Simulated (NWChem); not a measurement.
## Atomisation of silylphosphine (H$_{5}$PSi)

```
Si
H 1 1.4939
H 1 1.4939 2 108.92
H 1 1.4951 2 108.93 3 118.70
P 1 2.2679 2 108.07 3 -117.14
H 5 1.4294 1 93.78 2 -74.51
H 5 1.4294 6 93.56 1 93.99
```
Charge 0, spin multiplicity 1.

The numbers come from NWChem runs, not from measurements. Structure: optimised with PBE0/def2-SVP, a minimum by its harmonic frequencies.

Basis set: def2-TZVP. The atomisation energy is electronic alone: no zero-point, thermal, spin-orbit or counterpoise terms. No value is extrapolated to the basis-set limit. Free atoms are single determinants with multiplicities Si 3, P 4, H 2. Correlated methods freeze the same cores in atoms and molecule, 10 orbitals in all.

```json
[
 {"method": "HF", "atomisation energy (kcal/mol)": "337.1", "relative cost": "1"},
 {"method": "PBE0", "atomisation energy (kcal/mol)": "448.0", "relative cost": "under 3"},
 {"method": "BHandHLYP", "atomisation energy (kcal/mol)": "450.6", "relative cost": "under 3"},
 {"method": "B3LYP", "atomisation energy (kcal/mol)": "455.1", "relative cost": "under 3"},
 {"method": "PBE", "atomisation energy (kcal/mol)": "449.1", "relative cost": "under 3"},
 {"method": "BP86", "atomisation energy (kcal/mol)": "464.2", "relative cost": "under 3"},
 {"method": "M06-2X", "atomisation energy (kcal/mol)": "454.8", "relative cost": "under 3"},
 {"method": "MP2", "atomisation energy (kcal/mol)": "423.8", "relative cost": "under 3"},
 {"method": "CCSD(T)", "atomisation energy (kcal/mol)": "434.6", "relative cost": "20"}
]
```

The values span 127.1 kcal/mol, from HF (lowest) to BP86 (highest). Costs are rough ratios of processor time within this set of runs, SCF included, with HF as 1. Costs are the molecule's.

B3LYP has NWChem's definition, with VWN1-RPA local correlation. The stability of the SCF solutions was not checked. Open-shell Hartree-Fock references start from PBE0 orbitals; any time given for them includes that run. Coupled-cluster values serve here as a point of comparison, not as the truth.
